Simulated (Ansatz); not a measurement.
Species: PbCl (charge 0, doublet). 
Geometry from a B3LYP-D3(BJ)/def2-TZVP (Ansatz, an electronic-structure program) optimisation:
SMILES: [Cl][Pb]
```xyz
2

Pb     0.0000     0.0000    -0.4277
Cl     0.0000     0.0000     2.0631
```
Charge 0, spin multiplicity 2.

Basis-set convergence of Hartree-Fock and CCSD correlation energies (hartree) with Ansatz. Cores are frozen in the correlated levels unless marked. UHF or UKS for open shells. Spin-orbit coupling is left out. Frozen are the shells of the preceding noble gas and the d and f shells that filled before the atom's block. Past Kr the def2 sets carry scalar-relativistic core potentials.

```json
[
 {"basis": "def2-SVP", "functions": "44", "E(HF)": "-651.23727", "E(corr, CCSD)": "-0.19184"},
 {"basis": "def2-TZVPP", "functions": "92", "E(HF)": "-651.40203", "E(corr, CCSD)": "-0.26488"},
 {"basis": "def2-QZVPP", "functions": "152", "E(HF)": "-651.41648", "E(corr, CCSD)": "-0.28775"}
]
```

Extrapolating the two largest sets (X = 3 and 4) as X^-3: E(corr) = (64·(-0.28775) - 27·(-0.26488))/37 = -0.3044 Eh, an estimate of the basis-set limit. The largest set recovers 94.5 % of it, the smallest 63.0 %.
